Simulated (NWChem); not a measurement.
# Basis-set convergence for H₅BO

```xyz
7

B     -0.8790     0.2686     0.0000
H     -0.9966     0.9090    -1.0283
H     -1.4456    -0.8159     0.0000
H     -0.9966     0.9090     1.0283
O      0.7476    -0.1244     0.0000
H      0.9265    -0.6752    -0.7739
H      0.9265    -0.6752     0.7739
```
Charge 0, spin multiplicity 1.

All runs are NWChem calculations. The geometry was optimised at PBE0/def2-SVP, a minimum by its harmonic frequencies.

Quantity: dipole moment at the level PBE0.

The Pople sets run with spherical d functions. The structure started from a generated list of species.

| basis | functions | dipole moment (D) |
|---|---|---|
| 6-31G* | 38 | 4.77 |
| def2-SVP | 53 | 4.75 |
| 6-311G** | 66 | 4.69 |
| def2-SVPD | 83 | 4.50 |
| aug-cc-pVDZ | 91 | 4.45 |
| def2-TZVP | 92 | 4.56 |
| def2-TZVPD | 122 | 4.46 |
| pcseg-2 | 130 | 4.56 |
| aug-cc-pVTZ | 207 | 4.45 |
| cc-pVQZ | 260 | 4.48 |

Smallest basis within 0.1 D of cc-pVQZ, the largest set run: def2-SVPD, with 83 functions against 260 and about 4 % of the time (also within reach: aug-cc-pVDZ, def2-TZVP, def2-TZVPD, pcseg-2, aug-cc-pVTZ). cc-pVQZ isn't the basis-set limit itself, and a small set can land close by cancellation.
